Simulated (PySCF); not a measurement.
Ligand exchange on a metal centre used in film growth or etching (Zr F-H). Gas-phase values, no solvent.

The charge on the central atom (Mulliken) from two functionals at the same geometries (BP86-D3(BJ)/def2-SVP), both in PySCF: PBE-D3(BJ)/def2-TZVP and TPSSh-D3(BJ)/def2-TZVP. 

| species | PBE-D3(BJ)/def2-TZVP (e) | TPSSh-D3(BJ)/def2-TZVP (e) |
|---|---|---|
| 0 of 4 F replaced by H ([Zr(F)4]) | 1.64 | 1.81 |
| 1 of 4 F replaced by H | 1.34 | 1.50 |
| 2 of 4 F replaced by H | 1.08 | 1.24 |
| 4 of 4 F replaced by H | 0.67 | 0.81 |

Over these rows, drawn at random from the members with no instability flagged (it was tested for open shells, ions and some series alone), PBE minus TPSSh-D3(BJ): mean -0.16 e, from -0.18 e to -0.14 e.
